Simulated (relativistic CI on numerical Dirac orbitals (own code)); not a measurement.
# Hyperfine structure of Rh24+, mass number 103

Method of calculation: Dirac-Coulomb-Breit CI, separate exchange-only KLI orbitals for each configuration, model QED (radiative potential, 1s self-energy scaled to tabulated hydrogen-like ionisation energies), unscaled Slater integrals (own radial code, finite nucleus).

CI space (outside the closed core [Ne]): 3s2 3p6 3d3, 3s2 3p5 3d4, 3s 3p6 3d4, 3s2 3p6 3d2 4s, 3s2 3p6 3d2 4p, 3s2 3p6 3d2 4d, 3s2 3p6 3d2 4f, 3s2 3p5 3d3 4s, 3s2 3p5 3d3 4p, 3s2 3p6 3d 4s 4p, 3s 3p6 3d3 4s, 3p6 3d5, 3p5 3d6, 3s2 3p6 3d 4s2, 3s2 3p6 4s2 4p, 3s2 3p6 4s2 4d, 3s2 3p6 4s2 4f, 3p6 3d4 4s, 3p5 3d5 4s. Double excitations out of closed p, d and f shells are left out; levels of such configurations are missing from the list, as are those of other unlisted configurations, and high levels can miss mixing partners. These lack a partner that the ground configuration has and come out too high: 3s2 3p5 3d3 4p.

Nuclear spin I = 1/2, μ = -0.08829 μN (tables of Stone and Pyykkö). The electronic factors are computed for point nuclear moments, without core polarisation or the Bohr-Weisskopf and QED corrections.

```
             Level   E (eV)  A (MHz)
3s2 3p6 3d3 4F_3/2   0.0000    -2661
3s2 3p6 3d3 4F_5/2   3.2561    -1634
3s2 3p6 3d3 4F_7/2   5.9853    -1470
3s2 3p6 3d3 4F_9/2   7.9315    -1570
3s2 3p6 3d3 4P_3/2   9.1143    -1509
3s2 3p6 3d3 4P_1/2  10.3626     1000
3s2 3p6 3d3 2G_7/2  13.1839    -1769
3s2 3p6 3d3 2H_9/2  13.7214    -1628
```

Levels with J = 0, under 50 % of one LS term, or S terms without an open s electron are left out. Small factors come from cancelling terms and can be off by tens of per cent or more.

At this charge energies of transitions that change n are usually good to better than 1 %, and those within a shell (Δn = 0) to a few per cent. Terms inside the open d or f shell come out 10 to 20 % too wide with unscaled integrals.

Question: Give the hyperfine levels of 3s2 3p6 3d3 4F_3/2 relative to its centre of gravity.

Answer: With K = F(F + 1) − I(I + 1) − J(J + 1), E = AK/2: F = 1: 3326, F = 2: -1996 MHz.

LS names give the leading component of a level, which can be under half, so a name can repeat, a term be missing and a line seem to break the LS rules.
